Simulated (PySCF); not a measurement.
GeHF₂Cl, SMILES [GeH]([F])([F])[Cl]. Heavy atoms are numbered as in [GeH:1]([F:2])([F:3])[Cl:4]. Hydrogens are named by the atom that carries them.

Geometry optimised at B3LYP-D3(BJ)/def2-SVP.

These are PBE0/pcSseg-1 run with PySCF values and carry that method's errors.

GIAO shieldings, no solvent; atoms alike by connectivity are averaged. δ = σ(ref) − σ: ⁷³Ge against GeH4 (σ = 1658.3 ppm); ¹⁹F against CFCl3 (σ = 167.2 ppm); ³⁵Cl against HCl (σ = 945.9 ppm); ¹H against TMS (σ = 31.56 ppm), references at their B3LYP-D3(BJ)/def2-TZVP geometries, non-relativistic (without spin–orbit terms, shifts of atoms bonded to Cl or Br come out too high).

```json
[
 {"nucleus": "⁷³Ge", "atoms": "Ge1 (GeH)", "count": "1", "δ (ppm)": "346.8"},
 {"nucleus": "¹⁹F", "atoms": "F2", "count": "2", "δ (ppm)": "-134.3"},
 {"nucleus": "³⁵Cl", "atoms": "Cl4", "count": "1", "δ (ppm)": "101.0"},
 {"nucleus": "¹H", "atoms": "H on Ge1", "count": "1", "δ (ppm)": "6.69"}
]
```
